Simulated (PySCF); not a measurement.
I2OSn: script and output

Input:

```python
from pyscf import gto, dft
from pyscf.prop.polarizability import rhf as pol

mol = gto.M(
    atom='Sn -0.779 0 -0.5477; O -2.2836 0 -1.6057; I -0.7303 0 2.1239; I 1.7516 0 -1.4058',
    basis='lanl2dz',
    ecp={'Sn': 'lanl2dz', 'I': 'lanl2dz'},
    charge=0,
    spin=0,
    verbose=4,
)
mf = dft.RKS(mol, xc='bhandhlyp')
mf.kernel()
print('polarizability (a.u.)')
print(pol.Polarizability(mf).polarizability().round(4))
mf.dip_moment()
print('orbital energies (hartree):', mf.mo_energy[..., max(0, mol.nelec[1]-3):mol.nelec[0]+3].round(4))
```

```bash
$ OMP_NUM_THREADS=1 python input.py
```

The log (some set-up lines and the per-cycle HOMO/LUMO lines with their warnings removed):

```
PySCF version 2.14.0

[INPUT] Symbol           X                Y                Z      unit          X                Y                Z       unit  Magmom
[INPUT]  1 Sn    -0.779000000000   0.000000000000  -0.547700000000 AA   -1.472096651036   0.000000000000  -1.035002998424 Bohr   0.0
[INPUT]  2 O     -2.283600000000   0.000000000000  -1.605700000000 AA   -4.315378578057   0.000000000000  -3.034333238214 Bohr   0.0
[INPUT]  3 I     -0.730300000000   0.000000000000   2.123900000000 AA   -1.380066988770   0.000000000000   4.013589315964 Bohr   0.0
[INPUT]  4 I      1.751600000000   0.000000000000  -1.405800000000 AA    3.310044279788   0.000000000000  -2.656576985914 Bohr   0.0

nuclear repulsion = 40.9755963211494
number of shells = 17
number of NR pGTOs = 61
number of NR cGTOs = 33
basis = lanl2dz
ecp = {'Sn': 'lanl2dz', 'I': 'lanl2dz'}

******** <class 'pyscf.dft.rks.RKS'> ********
method = RKS
initial guess = minao
damping factor = 0
level_shift factor = 0
DIIS = <class 'pyscf.scf.diis.CDIIS'>
SCF conv_tol = 1e-09
SCF max_cycles = 50
XC functionals = bhandhlyp
    Defined through Gaussian implementation.

grids dens level: 3
Initial guess from minao.
tot grids = 79960
init E= -87.3616042259993
cycle= 1 E= -100.731890546989  delta_E= -13.4  |g|= 1.19  |ddm|= 5.49
cycle= 2 E= -95.160910958547  delta_E= 5.57  |g|= 3.39  |ddm|= 5.22
cycle= 3 E= -101.166446686842  delta_E= -6.01  |g|= 0.343  |ddm|= 4.68
cycle= 4 E= -101.2102640485  delta_E= -0.0438  |g|= 0.0367  |ddm|= 0.485
cycle= 5 E= -101.211117790026  delta_E= -0.000854  |g|= 0.0234  |ddm|= 0.113
cycle= 6 E= -101.211262292526  delta_E= -0.000145  |g|= 0.0203  |ddm|= 0.0379
cycle= 7 E= -101.211361401809  delta_E= -9.91e-05  |g|= 0.0121  |ddm|= 0.0186
cycle= 8 E= -101.211400871715  delta_E= -3.95e-05  |g|= 0.00107  |ddm|= 0.0135
cycle= 9 E= -101.211401398281  delta_E= -5.27e-07  |g|= 0.000201  |ddm|= 0.00172
cycle= 10 E= -101.211401428571  delta_E= -3.03e-08  |g|= 5.21e-05  |ddm|= 0.000517
cycle= 11 E= -101.211401432785  delta_E= -4.21e-09  |g|= 9.82e-06  |ddm|= 0.000266
cycle= 12 E= -101.211401432977  delta_E= -1.92e-10  |g|= 1.09e-06  |ddm|= 6.42e-05
Extra cycle  E= -101.211401432978  delta_E= -1.59e-12  |g|= 1.26e-06  |ddm|= 4.13e-06
converged SCF energy = -101.211401432978
polarizability (a.u.)
Isotropic polarizability 76.6532415446
Polarizability anisotropy 79.3399539605
[[ 95.614   -0.     -19.9219]
 [ -0.      24.4102   0.    ]
 [-19.9219   0.     109.9355]]
Dipole moment(X, Y, Z, Debye):  2.76269,  0.00000,  1.94322
orbital energies (hartree): [-0.3533 -0.3495 -0.3494 -0.1257 -0.0853  0.0186]
```

In short: E(SCF) = -101.211401 Eh, 12 cycles, μ(SCF) = 3.38 D, α(xx, yy, zz) = 95.6, 24.4, 109.9 bohr³.

Hardware: Arm Neoverse N1, 1 thread, shared host. Wall time 7.3 s, peak memory 0.24 GiB.
